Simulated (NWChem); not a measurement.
Species: C3H6AuN; SMILES [Au]([CH3])<-[C-]#[N+]C

All runs: NWChem. Coordinates come from a PBE0/def2-SVP optimisation. No frequency run checked for a minimum. def2 effective core potentials on Au; no spin-orbit coupling. Ions are spin-unrestricted doublets at the neutral geometry; other ion states weren't tried.

Task: Order these by “vertical ionisation energy, ΔSCF (eV)”, lowest first: M06-2X/def2-SVP; B3LYP/def2-SVP; LDA (Slater exchange, VWN5)/def2-SVP.

Result: M06-2X/def2-SVP (8.22), B3LYP/def2-SVP (8.46), LDA (Slater exchange, VWN5)/def2-SVP (8.78)
